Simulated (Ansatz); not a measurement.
Cost and result up the ladder for S-phenyldibenzothiophenium benzoate (C25H18O2S) (46 atoms). The state is a singlet with charge 0. Geometry: r2SCAN-D4/def2-SVP.

```xyz
46

O     0.749   -2.070   -0.652
C     0.178   -1.491   -1.591
O    -0.408   -0.353   -1.548
C     0.153   -2.170   -2.950
C     0.728   -3.440   -3.098
C     0.716   -4.080   -4.339
C     0.130   -3.452   -5.445
C    -0.444   -2.184   -5.303
C    -0.434   -1.546   -4.060
H     1.180   -3.900   -2.215
H     1.165   -5.072   -4.449
H     0.122   -3.953   -6.419
H    -0.901   -1.692   -6.168
H    -0.877   -0.557   -3.918
C    -1.526    4.767    2.998
C    -2.097    4.719    1.725
C    -1.815    3.645    0.873
C    -0.964    2.627    1.312
S    -0.689    1.269    0.099
C    -1.096   -0.118    1.148
C    -2.383   -0.549    1.435
C    -2.514   -1.671    2.261
C    -1.377   -2.321    2.762
C    -0.093   -1.872    2.449
C     0.065   -0.754    1.622
C     1.294   -0.116    1.161
C     2.624   -0.466    1.422
C     3.656    0.290    0.866
C     3.386    1.395    0.046
C     2.066    1.767   -0.230
C     1.058    1.005    0.344
C    -0.386    2.666    2.586
C    -0.671    3.743    3.426
H    -1.744    5.608    3.663
H    -2.763    5.519    1.388
H    -2.253    3.597   -0.128
H    -3.259   -0.038    1.029
H    -3.511   -2.045    2.508
H    -1.498   -3.201    3.398
H     0.786   -2.404    2.821
H     2.846   -1.342    2.036
H     4.694    0.007    1.062
H     4.209    1.967   -0.390
H     1.839    2.617   -0.877
H     0.280    1.864    2.916
H    -0.224    3.785    4.423
```

Ansatz on 2 threads of AMD EPYC 7R13 on a shared host and a share (18 GiB) of an NVIDIA H100 80GB HBM3. Times are rough, and most runs start from the orbitals of an earlier one. PBE0-D4/def2-TZVP serves as the yardstick here, not as an exact answer. Differences are given only for rows in sets of like size (and for xTB, whose basis is part of the method), since another set adds its own error. Binding counts from free atoms at the same level (O triplet, C triplet, H doublet, S triplet; other spins of the atoms weren't run), without zero-point energy or a counterpoise term.

B3LYP takes the VWN-RPA correlation. Correlated methods freeze 32 core orbitals. The rows differ in basis, and correlated rows in double-zeta sets carry the largest basis error. Single mean-field runs in def2-SVP, def2-TZVP are fitted with def2-universal-jkfit. In the singlet geometry the species has come apart into loosely held pieces.

Run but left out: HF/6-31G, HF/def2-TZVP (restricted singlet, unstable in another Hartree–Fock run and untested here).

Correlated methods converge slowly with the basis, most of all in double-zeta sets.

```
                          level  functions  wall time  binding energy per atom (eV)  difference from PBE0-D4/def2-TZVP (eV)                  remarks
                PBE-D4/def2-SVP        486      3.2 s                          5.52                                       –                        –
               PBE0-D4/def2-SVP        486      3.3 s                          5.39                                       –                        –
                 B3LYP-D4/6-31G        292      3.7 s                          5.07                                       –                        –
             B3LYP-D4/def2-TZVP        982      7.5 s                          5.21                                   -0.10                        –
PBE0-D4/def2-TZVP (with forces)        982        8 s                          5.31                                    0.00                        –
 PBE-D4/def2-TZVP (with forces)        982      8.5 s                          5.44                                    0.13                        –
                   MP2/def2-SVP        486      8.5 s                          5.16                                       –  restricted SCF unstable
            r2SCAN-D4/def2-TZVP        982        9 s                          5.25                                   -0.05                        –
             BHLYP-D4/def2-TZVP        982       11 s                          5.01                                   -0.29                        –
```
